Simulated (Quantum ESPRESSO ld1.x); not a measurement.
Problem. These are the eigenvalues of the occupied orbitals of an atom or ion with whole-number occupations (hartree). All-electron calculation, scalar-relativistic Kohn-Sham, BLYP, spin-unpolarised, spherical densities, point nucleus. Program: ld1.x of Quantum ESPRESSO 7.5.

| orbital | eigenvalue |
|---|---|
| 1s | -1097.7706 |
| 2s | -226.4348 |
| 2p | -211.6224 |
| 3s | -89.0696 |
| 3p | -84.4235 |
| 6f | -18.0570 |

Which element is it, and in what charge state? The configuration may be excited.

Solution. Z = 49, indium, charge +35: In35+ in [Ne] 3s2 3p1 6f1. The list shows which subshells hold electrons but not how many an open one holds; the 1s level, -1097.8 hartree, gives Z - s = 46.9 by -(Z - s)^2/2, which with screening and relativity narrows Z to a few neighbours, and the depths of the outer levels then fix element, charge and occupations together.
